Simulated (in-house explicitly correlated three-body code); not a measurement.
Computed with an exponentially correlated three-body code. Model: two electrons around a point charge, non-relativistic, variational in 260 exponentially correlated functions (energies converged to about 1e-7 hartree, or 1e-8 relative for large Z).

For two electrons in a singlet the Kohn-Sham orbital is the square root of half the density, so the exact Kohn-Sham potential and energy parts follow from the density alone, and exchange is minus half the Hartree energy. The Kohn-Sham level equals minus the binding energy of the second electron.

Command:
```bash
python run_hyl.py task.json out
```
Settings (lengths in bohr, energies in hartree):
```
Z                      2.92
interaction_strength   1
functions              260
states_tried           13
```

Cost of the run: 29 s on 1 thread of Intel(R) Xeon(R) Platinum 8488C (Sapphire Rapids), on a shared host.

**Those bound S and P states to n = 4 that converged, binding against the one-electron ion.**

Given: nuclear charge 2.92.

Computed: one-electron threshold -4.2632 hartree.

```
term  energy (hartree)  binding (eV)  quantum defect
1 1S       -6.85624386         70.56          0.1569
2 3S        -4.8298364        15.419         0.19643
2 1S       -4.76333073        13.609        0.080251
2 3P                 ?             ?               ?
2 1P                 ?             ?               ?
3 3S       -4.49649513        6.3483         0.18918
3 1S       -4.47907174        5.8742        0.077945
3 3P       -4.47574528        5.7837        0.055168
3 1P       -4.46613479        5.5221       -0.013755
4 3S       -4.38997617        3.4498         0.18699
4 1S       -4.38298778        3.2596        0.077346
4 3P       -4.38165837        3.2234        0.055396
4 1P       -4.37761276        3.1133       -0.013738
```

Question: What belongs in the row 2 3P?

Answer: energy (hartree): -4.75000822; binding (eV): 13.247; quantum defect: 0.054159.

Question: What belongs in the row 2 1P?

Answer: energy (hartree): -4.71789203; binding (eV): 12.373; quantum defect: -0.013388.

**Converged states only, values per electron or pair.**

| term | mean r (bohr) | mean r squared (bohr²) | mean inverse r (1/bohr) | mean r12 (bohr) | mean inverse r12 (1/bohr) | mean cosine | mean p1 dot p2 (bohr⁻²) | delta r1 (bohr⁻³) | delta r12 (bohr⁻³) |
| --- | --- | --- | --- | --- | --- | --- | --- | --- | --- |
| 1 1S | 0.59088 | 0.47527 | 2.6079 | 0.89035 | 1.5179 | -0.044791 | 0.2785 | 6.2788 | 0.48206 |
| 2 3S | 1.5442 | 4.0401 | 1.7306 | 2.65 | 0.44675 | -0.012885 | 0.016736 | 4.2024 | - |
| 2 1S | ? | ? | ? | ? | ? | ? | ? | ? | ? |
| 2 3P | 1.4722 | 3.7462 | 1.7106 | 2.5235 | 0.49002 | -0.053731 | -0.27989 | 3.9052 | - |
| 2 1P | 1.5819 | 4.3809 | 1.6967 | 2.7 | 0.47271 | 0.0092037 | 0.22862 | 3.9709 | 0.008488 |
| 3 3S | 3.3533 | 21.953 | 1.5752 | 6.2231 | 0.20591 | -0.0038096 | 0.004581 | 4.0268 | - |
| 3 1S | 3.5958 | 25.502 | 1.5696 | 6.7037 | 0.20806 | -0.004575 | 0.0060293 | 4.0187 | 0.016624 |
| 3 3P | 3.3826 | 22.728 | 1.5697 | 6.2861 | 0.21574 | -0.014431 | -0.072405 | 3.9472 | - |
| 3 1P | ? | ? | ? | ? | ? | ? | ? | ? | ? |
| 4 3S | 5.9436 | 72.936 | 1.5235 | 11.39 | 0.11728 | -0.0015769 | 0.0018537 | 3.9884 | - |
| 4 1S | 6.2698 | 81.533 | 1.5212 | 12.04 | 0.11797 | -0.0019439 | 0.0025132 | 3.9857 | 0.006928 |
| 4 3P | 6.0737 | 76.986 | 1.5213 | 11.652 | 0.12095 | -0.0058542 | -0.028968 | 3.9562 | - |
| 4 1P | 6.2893 | 82.715 | 1.5196 | 12.078 | 0.11935 | 0.0010945 | 0.028348 | 3.9633 | 0.0012702 |

Question: What belongs in the row 2 1S?

Answer: mean r (bohr): 1.7048; mean r squared (bohr²): 5.0597; mean inverse r (1/bohr): 1.7097; mean r12 (bohr): 2.9531; mean inverse r12 (1/bohr): 0.45787; mean cosine: -0.014735; mean p1 dot p2 (bohr⁻²): 0.020721; delta r1 (bohr⁻³): 4.1611; delta r12 (bohr⁻³): 0.056997.

Question: What belongs in the row 3 1P?

Answer: mean r (bohr): 3.5446; mean r squared (bohr²): 25.07; mean inverse r (1/bohr): 1.5657; mean r12 (bohr): 6.5989; mean inverse r12 (1/bohr): 0.21163; mean cosine: 0.0026464; mean p1 dot p2 (bohr⁻²): 0.067478; delta r1 (bohr⁻³): 3.9646; delta r12 (bohr⁻³): 0.002883.

**Electric-dipole lines between converged S and P states, rate of the upper state's decay.**

```
s state  p state  p minus s (eV)  oscillator strength from s  rate (1/s)
   1 1S     2 1P          58.188                     0.44634  2.1858e+10
   1 1S     3 1P          65.038                     0.10873  6.6526e+09
   1 1S     4 1P          67.447                    0.042988  2.8285e+09
   2 1S     2 1P          1.2364                     0.22021  4.8695e+06
   2 1S     3 1P          8.0871                     0.25152  2.3793e+08
   2 1S     4 1P          10.496                    0.071641  1.1415e+08
   3 1S     2 1P         -6.4986                   -0.096815  1.7742e+08
   3 1S     3 1P         0.35203                     0.37504      672240
   3 1S     4 1P          2.7608                     0.25859  2.8509e+07
   4 1S     2 1P         -9.1132                   -0.019081  6.8762e+07
   4 1S     3 1P         -2.2625                    -0.20967  4.6573e+07
   4 1S     4 1P         0.14626                     0.51827      160360
   2 3S     2 3P          2.1722                     0.31918  2.1784e+07
   2 3S     3 3P          9.6353                     0.17988  2.4154e+08
   2 3S     4 3P          12.196                     0.05589  1.2023e+08
   3 3S     2 3P         -6.8984                    -0.12078  2.4941e+08
   3 3S     3 3P         0.56463                     0.53138  2.4503e+06
   3 3S     4 3P          3.1249                     0.17851  2.5212e+07
   4 3S     2 3P               ?                           ?           ?
   4 3S     3 3P               ?                           ?           ?
   4 3S     4 3P         0.22634                     0.72888      540080
```

Question: What belongs in the row 4 3S 2 3P?

Answer: p minus s (eV): -9.797; oscillator strength from s: -0.021976; rate (1/s): 9.1524e+07.

Question: What belongs in the row 4 3S 3 3P?

Answer: p minus s (eV): -2.3339; oscillator strength from s: -0.26239; rate (1/s): 6.2018e+07.

**Exact Kohn-Sham parts of the ground state from its density.**

Computed: total energy -6.85624386 hartree; Kohn-Sham kinetic 6.8166 hartree; Hartree energy 3.202 hartree; exchange energy -1.601 hartree; DFT correlation energy -0.043434 hartree; potential part of the DFT correlation energy -0.083083 hartree; exact minus restricted Hartree-Fock -0.043415 hartree; Kohn-Sham level -70.56 eV; restricted Hartree-Fock level -70.902 eV; dipole polarisability 0.21822 bohr³.

Question: What is the kinetic part of the DFT correlation energy?

Answer: 0.039649 hartree.

Question: What is the C6 of two such species?

Answer: 0.09436 hartree·bohr⁶.

The correlation energy of density-functional theory lies 0.018 millihartree below exact minus Hartree-Fock, because the Hartree-Fock density, unlike the exact one, minimises the Hartree-Fock energy.
